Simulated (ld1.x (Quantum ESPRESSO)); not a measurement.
## Before and after: TM semilocal potential for titanium (Ti)

titanium, norm-conserving Troullier–Martins (semilocal form), made with ld1.x (Quantum ESPRESSO) 7.5 (PW91, scalar-relativistic). Core [Ar], reference 3d2 4s1 4p1. Waves: 4s (bound): rc 2.00 bohr; 4p (bound): rc 3.40 bohr; 3d (bound): rc 1.50 bohr. Local part: the d channel. Core correction: a·sin(br)/r model core inside 1.40 bohr.

All-electron outer shells of the reference configuration (PW91, scalar-relativistic, ld1.x):

| shell | level (eV) | outermost node (bohr) | outermost maximum (bohr) |
| --- | --- | --- | --- |
| 3s | -63.98 | 0.40 | 0.87 |
| 3p | -40.24 | 0.37 | 0.90 |
| 3d | -5.55 | – | 0.97 |
| 4s | -5.27 | 1.24 | 2.88 |
| 4p | -2.10 | 1.38 | 3.70 |

Change: all radii but the core radius scaled by about 0.75 (s 1.50, p 2.56, d 1.14 bohr).

Cutoffs: the cutoffs (Ry, on a coarse ladder) from which the occupation-weighted sum of valence levels, in a spherical-Bessel basis at the reference potential, stays within 10 and 1 mRy of its value at 400 Ry; they do not see the model core or the augmentation charge, which bear on the density cutoff. Errors are all-electron minus pseudo energies relative to the spin-unpolarised reference configuration.

Question: What does the change do?

Answer: The potential gets harder (80 Ry and 90 Ry → 120 Ry and 160 Ry); a bound ghost appears in s, which as a rule spoils a file; the number of tests that count goes from 7 to 0. A smaller radius makes the pseudo-wave follow the all-electron one further in, where it bends more sharply, so more plane waves are needed. A semilocal file is local in each channel, so a ghost entry of none says nothing of the separable form that plane-wave codes build from it.

| quantity | base | changed |
| --- | --- | --- |
| cutoff, loose | 80 Ry | 120 Ry |
| cutoff, tight | 90 Ry | 160 Ry |
| loose cutoff by channel (10 mRy a level) | s 15 Ry, p 6 Ry, d 70 Ry | s 40 Ry, p 6 Ry, d 110 Ry |
| bound ghosts | none | s |
| tests counted (converged, no solver errors) | 7 of 7 | 0 of 7 |

Changed file: Tests not counted: all (the test run did not reproduce the reference configuration, from which every error is measured). A true bound ghost makes a file unfit for plane-wave use even where its test errors are small: the radial tests pick states by their node count and pass the ghost by. Where a test does run into it, the solver fails or the error is huge.
